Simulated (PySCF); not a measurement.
TeCl₂.
Z-matrix (Å and degrees, PBE0-D3(BJ)/def2-SVP geometry), rows numbered from 1:
```
Te
Cl  1  2.3563
Cl  1  2.3564  2   98.57
```

Method: TDDFT CAM-B3LYP/def2-SVPD, vertical, gas phase, core orbitals frozen in the response, def2 core potentials past Kr in PySCF. Spin–orbit coupling is left out.

Kohn–Sham orbitals with the atoms that hold most of them (Löwdin shares over 4%, at most four atoms; ? is withheld):

| orbital | ε (eV) | atoms |
| --- | --- | --- |
| HOMO-3 | -11.08 | Cl3 48%, Cl2 48%, Te1 5% |
| HOMO-2 | -11.01 | Cl2 41%, Cl3 41%, Te1 19% |
| HOMO-1 | -10.83 | ? |
| HOMO | -8.07 | Te1 70%, Cl2 15%, Cl3 15% |
| LUMO | ? | ? |
| LUMO+1 | -2.02 | Te1 64%, Cl2 18%, Cl3 18% |
| LUMO+2 | 0.88 | Te1 75%, Cl2 12%, Cl3 12% |

Task: Which atoms hold the HOMO-1, and with what shares?

Result: Cl3 (bonded to Te) 49%; Cl2 (bonded to Te) 49%.

Task: Which atoms hold the LUMO, and with what shares?

Result: Te1 (bonded to 2 Cl) 56%; Cl3 (bonded to Te) 22%; Cl2 (bonded to Te) 22%. By element: tellurium 56%, chlorine 44%.

Task: What is the LUMO energy, and the HOMO–LUMO gap?

Result: ε(LUMO) = -2.05 eV; the gap is 6.02 eV (0.2213 hartree).

Task: How does S1 compare with the orbital gap of 6.02 eV?

Result: S1 is at 2.27 eV (f = 0.0000), 3.75 eV below the gap, made of HOMO→LUMO+1 (99%). Its leading pair isn't HOMO and LUMO; the energies of that pair differ by 6.05 eV. 

Task: Give energy, strength and leading configuration of S1 and S2, and follow the Löwdin shares of the leading atoms from the occupied to the empty orbital.

Result: 
- S1 (2.27 eV, f 0.0000), HOMO→LUMO+1 (99%): Te1 70% → 64%, Cl2 15% → 18%
- S2 (2.38 eV, f 0.0006), HOMO→LUMO (99%): Te1 70% → 56%, Cl2 15% → 22%, Cl3 15% → 22%

Löwdin shares depend on the basis, the more so with diffuse functions.
